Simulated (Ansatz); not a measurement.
Species: CH$_{3}$BO$_{2}$, SMILES `OB1CO1` (H–O–B–O torsion 0°) (charge 0, multiplicity 1), formula CH₃BO₂.

How many basis functions does frozen-core CCSD(T)/cc-pVTZ // B3LYP-D3(BJ)/def2-TZVP (Ansatz, a program for electronic structure) use, how many core orbitals are frozen, and how many electrons are correlated?

162 basis functions and 4 frozen orbitals, which leaves 22 correlated electrons. Core time is of the order of seconds.
